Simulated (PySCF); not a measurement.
Bi(TeH)3 (BiH3Te3), SMILES [Bi]([TeH])([TeH])[TeH]. Geometry: B3LYP-D3(BJ)/def2-SVP. The structure was generated by enumeration; whether it is a known compound was not checked. The def2 effective core potentials stand for the cores of Bi, Te; spin–orbit coupling is left out.

Computed equilibrium geometry at B3LYP-D3(BJ)/def2-SVP (PySCF confirms it by a frequency run) as bond lengths and angles, and its point group:
point group C3.
Atoms: Bi1 Te2 H3 Te4 H5 Te6 H7. Bond lengths (Å): Bi1–Te2 2.898, Bi1–Te4 2.898, Bi1–Te6 2.898, Te2–H3 1.677, Te4–H5 1.677, Te6–H7 1.677. Bond angles (°): Te2–Bi1–Te4 93.7, Te2–Bi1–Te6 93.7, Te4–Bi1–Te6 93.7, Bi1–Te2–H3 92.3, Bi1–Te4–H5 92.3, Bi1–Te6–H7 92.3.
Charge 0, spin multiplicity 1.
